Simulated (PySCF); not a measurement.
# Electron correlation in Mo²⁵⁺ (molybdenum, charge +25)

[Ne] 3s2 3p5, 2P determinant. Computed with PySCF 2.14 in an even-tempered Gaussian basis (17 s from 2.9 bohr⁻², ratio 2.5; 11 p from 3.8 bohr⁻², ratio 2.5; 5 d from 19 bohr⁻², ratio 2.7; 4 f from 28 bohr⁻², ratio 2.7), with no relativity, point nucleus. Frozen: 1s2; 15 electrons correlated; the 18 highest virtual orbitals of each spin left out.

```json
{"level": "CCSD", "correlation energy (mhartree)": "-586.03"}
{"level": "(T)", "correlation energy (mhartree)": "-1.89"}
{"level": "CCSD(T)", "correlation energy (mhartree)": "-587.92"}
```

Diagnostics: T1 = 0.0010, D1 = 0.0046, largest double amplitude 0.028.

A non-relativistic calculation at this Z misses sizeable relativistic shifts. Spin-orbit coupling, absent here, splits the open shell strongly.

Cost of the coupled-cluster step: about 50 core-seconds, for 15 correlated electrons.

Iterations:

```
CC2 = 0
CCSD nocc = (np.int64(8), np.int64(7)), nmo = (84, 84)
frozen orbitals [[0, 85, 86, 87, 88, 89, 90, 91, 92, 93, 94, 95, 96, 97, 98, 99, 100, 101, 102], [0, 85, 86, 87, 88, 89, 90, 91, 92, 93, 94, 95, 96, 97, 98, 99, 100, 101, 102]]
max_cycle = 100
direct = 0
conv_tol = 1e-08
conv_tol_normt = 1e-06
diis_space = 8
diis_start_cycle = 0
Init t2, MP2 energy = -0.570897662242334
Init E_corr(UCCSD) = -0.570897662242399
cycle = 1  E_corr(UCCSD) = -0.582723504926038  dE = -0.0118258427  norm(t1,t2) = 0.0111623
cycle = 2  E_corr(UCCSD) = -0.585370164730811  dE = -0.0026466598  norm(t1,t2) = 0.00259175
cycle = 3  E_corr(UCCSD) = -0.586043109447576  dE = -0.000672944717  norm(t1,t2) = 0.000673003
cycle = 4  E_corr(UCCSD) = -0.586031439207727  dE = 1.16702398e-05  norm(t1,t2) = 4.25281e-05
cycle = 5  E_corr(UCCSD) = -0.586030913847422  dE = 5.25360304e-07  norm(t1,t2) = 3.2751e-06
cycle = 6  E_corr(UCCSD) = -0.586031116845878  dE = -2.02998456e-07  norm(t1,t2) = 3.7915e-07
cycle = 7  E_corr(UCCSD) = -0.586031112393337  dE = 4.45254145e-09  norm(t1,t2) = 3.15735e-08
UCCSD converged
E(UCCSD) = -3567.458312797939  E_corr = -0.5860311123933369
UCCSD(T) correction = -0.00189030273189899
```

At this charge a non-relativistic calculation is a model, useful for the Z dependence of the correlation energy.
